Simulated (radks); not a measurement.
The numbers below are computed, except where a source is named.
Species: Re II. Configuration: [Xe] 4f14 5d5 6s1.

Code: a radial shooting solver on a logarithmic mesh with Libxc functionals. Model: scalar-relativistic Kohn-Sham, SCAN, spin-polarised, spherical densities, finite nucleus; open shells are filled with parallel spins first (spin-orbit coupling, left out, can overturn this in heavy ions); meta-GGA in the generalised Kohn-Sham scheme; Fermi nuclear charge, rms radius 5.3698 fm.

Energy parts (hartree):
part                       energy
total                 -16691.8226
kinetic                18439.9403
electron-nucleus      -41293.6607
Hartree                 6493.6602
exchange-correlation    -331.7624

Orbitals (lengths in bohr, moments of r in powers of bohr; r(90%) holds 90 % of the orbital's charge):
| orbital | occ. | eigenvalue (hartree) | r(90%) | <r^2> |
|---|---|---|---|---|
| 1s up | 1 | -2636.238 | 0.0329 | 0.0004481 |
| 1s down | 1 | -2636.237 | 0.0329 | 0.0004481 |
| 2s up | 1 | -458.2837 | 0.118 | 0.006871 |
| 2s down | 1 | -458.2766 | 0.118 | 0.006871 |
| 2p up | 3 | -399.8698 | 0.111 | 0.005708 |
| 2p down | 3 | -399.8628 | 0.111 | 0.005708 |
| 3s up | 1 | -106.7413 | 0.289 | 0.04448 |
| 3s down | 1 | -106.7393 | 0.289 | 0.04447 |
| 3p up | 3 | -89.40960 | 0.296 | 0.04536 |
| 3p down | 3 | -89.40684 | 0.296 | 0.04535 |
| 3d up | 5 | -69.72440 | 0.278 | 0.03769 |
| 3d down | 5 | -69.71834 | 0.278 | 0.03769 |
| 4s up | 1 | -22.70063 | 0.631 | 0.2188 |
| 4s down | 1 | -22.68870 | 0.631 | 0.2188 |
| 4p up | 3 | -16.98920 | 0.680 | 0.2493 |
| 4p down | 3 | -16.97776 | 0.679 | 0.2491 |
| 4d up | 5 | -9.79857 | 0.749 | 0.2897 |
| 4d down | 5 | -9.78430 | 0.748 | 0.2891 |
| 4f up | 7 | -1.85490 | 0.960 | 0.4239 |
| 4f down | 7 | -1.82965 | 0.947 | 0.4133 |
| 5s up | 1 | -3.50745 | 1.49 | 1.217 |
| 5s down | 1 | -3.41174 | 1.48 | 1.198 |
| 5p up | 3 | -2.09310 | 1.76 | 1.661 |
| 5p down | 3 | -1.97204 | 1.74 | 1.621 |
| 5d up | 5 | -0.52619 | 2.87 | 3.986 |
| 6s up | 1 | -0.50677 | 4.07 | 8.923 |

The highest occupied level is 6s up at -13.790 eV. The density falls to 0.001 e/bohr^3 at r = 4.19 bohr.

Empty levels of this run are not shown, since the potential may be unsettled where no density lies.
